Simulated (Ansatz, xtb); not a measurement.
C3H11GaSSi: which of two structures lies lower

We compare X, a singlet given by its coordinates, with Y, `CC[C@H]([SiH3])[S][GaH2]`, a singlet. Both are isolated molecules in the gas phase, relaxed with B3LYP/def2-SVP; the shapes shown needn't be the lowest conformers.

X (Å):

```yaml
atoms:
  - { symbol: C, position_ang: [-0.4243, 2.4843, 1.0055] }
  - { symbol: C, position_ang: [-0.2420, 1.8892, -0.1827] }
  - { symbol: C, position_ang: [-0.6789, -1.2390, -2.3821] }
  - { symbol: Ga, position_ang: [-1.6898, -1.6905, 0.9570] }
  - { symbol: S, position_ang: [0.2288, -1.4407, -0.7967] }
  - { symbol: Si, position_ang: [1.0500, 0.5770, -0.4663] }
  - { symbol: H, position_ang: [0.1711, 2.2206, 1.8867] }
  - { symbol: H, position_ang: [-1.1856, 3.2584, 1.1545] }
  - { symbol: H, position_ang: [-0.8796, 2.1953, -1.0224] }
  - { symbol: H, position_ang: [1.9217, 0.4092, 0.7241] }
  - { symbol: H, position_ang: [1.8470, 0.8628, -1.6938] }
  - { symbol: H, position_ang: [-1.5029, -0.5214, -2.2738] }
  - { symbol: H, position_ang: [0.0155, -0.9253, -3.1738] }
  - { symbol: H, position_ang: [-1.0915, -2.2261, -2.6293] }
  - { symbol: H, position_ang: [-2.7359, -0.7424, 0.2374] }
  - { symbol: H, position_ang: [-1.8731, -3.2529, 0.8108] }
  - { symbol: H, position_ang: [-0.8913, -1.1235, 2.1995] }
```

Close contacts (Å): C1–C2 1.34, C2–Si6 1.86, C3–S5 1.84, Ga4–S5 2.61, S5–Si6 2.20, C1–H7 1.10, C1–H8 1.10, C2–H9 1.10, C3–H12 1.10, C3–H13 1.10, C3–H14 1.10, Ga4–H15 1.58, Ga4–H16 1.58, Ga4–H17 1.58, Si6–H10 1.49, Si6–H11 1.49.

Y (Å):

```xyz
17

C    -2.1278    1.0765   -1.4709
C    -1.1394   -0.0329   -1.0979
C    -0.2014    0.3234    0.0702
Ga    0.2934   -1.5812    2.6406
S     0.8252   -1.1720    0.5322
Si    1.0375    1.7469   -0.2390
H    -1.6210    1.9811   -1.8419
H    -2.7443    1.3733   -0.6060
H    -2.8114    0.7331   -2.2631
H    -1.7006   -0.9426   -0.8218
H    -0.5361   -0.3118   -1.9799
H    -0.8073    0.5979    0.9504
H     1.8209    1.9902    1.0048
H     0.3337    3.0146   -0.6032
H     1.9592    1.3779   -1.3518
H     1.0345   -2.7919    3.2978
H    -0.7710   -0.6414    3.3081
```

Problem. Estimate E(Y) − E(X) at the level CCSD(T)/def2-SVP + ΔMP2/def2-TZVPP.

Solution. Calculated at CCSD(T)/def2-SVP + ΔMP2/def2-TZVPP: E(Y) − E(X) = −0.824 eV, so structure Y lies lower.

How the difference moves with the method:

```json
{"level": "B3LYP/def2-SVP", "geometry": "B3LYP/def2-SVP", "E(Y) − E(X) (eV)": "−0.923", "departure from the last row (eV)": "−0.099", "job, with rough time for the two": "optimisation, 3.8 min"}
{"level": "HF/def2-SVP", "geometry": "B3LYP/def2-SVP", "E(Y) − E(X) (eV)": "−0.897", "departure from the last row (eV)": "−0.073", "job, with rough time for the two": "part of the CCSD(T) run"}
{"level": "MP2/def2-SVP", "geometry": "B3LYP/def2-SVP", "E(Y) − E(X) (eV)": "−1.118", "departure from the last row (eV)": "−0.294", "job, with rough time for the two": "part of the CCSD(T) run"}
{"level": "CCSD(T)/def2-SVP", "geometry": "B3LYP/def2-SVP", "E(Y) − E(X) (eV)": "−1.013", "departure from the last row (eV)": "−0.189", "job, with rough time for the two": "single point"}
{"level": "CCSD(T)/def2-SVP + ΔMP2/def2-TZVPP", "geometry": "B3LYP/def2-SVP", "E(Y) − E(X) (eV)": "−0.824", "departure from the last row (eV)": "", "job, with rough time for the two": "single point, 2.3 min"}
```

None of the levels shown reverses the order. The largest departure from CCSD(T)/def2-SVP + ΔMP2/def2-TZVPP is that of MP2/def2-SVP, 0.294 eV. Levels run at GFN2-xTB geometries aren't shown. The last row adds to CCSD(T) the change of the MP2 difference between the two basis sets, here +0.189 eV, a large step that makes the value less sure.

With thermal terms from frequencies at re-optimised GFN2-xTB minima (ideal gas, soft modes damped towards free rotors, one conformer each, 298.15 K, 1 atm): on the last row, ΔE + ΔZPE = −0.735, ΔH = −0.759, ΔG = −0.702 eV.

The correlated steps freeze 22 core orbitals; the filled d shell of Ga is correlated, in a basis made for valence electrons. Mirror images aren't counted in ΔG. Programs: Ansatz 0.2.0, xtb 6.7.1; the last row on 4 threads of Arm Neoverse V1 on a shared host.
